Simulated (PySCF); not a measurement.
# How methods differ on the ionisation energy of Fe²⁺

Fe²⁺ [Ar] 3d6 (5D) → Fe³⁺ [Ar] 3d5 (6S), as a difference of total energies. All numbers are calculated (PySCF 2.14, the spin-free X2C one-electron Hamiltonian (Gaussian nucleus), in ANO-RCC-VTZP (6s5p3d2f1g, 59 functions)). Correlated levels: valence and next inner shell: [Ne] frozen. The calculations carry no spin-orbit coupling.

```json
{"method": "UHF", "ionisation energy (eV)": "28.581", "plus first-order spin-orbit estimate": "28.641", "error of that sum (eV)": "-2.010"}
{"method": "MP2 (valence and next inner shell)", "ionisation energy (eV)": "30.541", "plus first-order spin-orbit estimate": "30.601", "error of that sum (eV)": "-0.050"}
{"method": "SCS-MP2 (valence and next inner shell)", "ionisation energy (eV)": "30.497", "plus first-order spin-orbit estimate": "30.557", "error of that sum (eV)": "-0.094"}
{"method": "CCSD (valence and next inner shell)", "ionisation energy (eV)": "30.274", "plus first-order spin-orbit estimate": "30.334", "error of that sum (eV)": "-0.317"}
{"method": "CCSD(T) (valence and next inner shell)", "ionisation energy (eV)": "30.321", "plus first-order spin-orbit estimate": "30.381", "error of that sum (eV)": "-0.270"}
```

Reference: 30.651 ± 0.012 eV (measured; NIST Atomic Spectra Database, ionization energies).

A first-order spin-orbit estimate (lowest level to lowest level, LS coupling) adds 0.060 eV.

Errors of the correlated levels include the incompleteness of this basis and the frozen core.
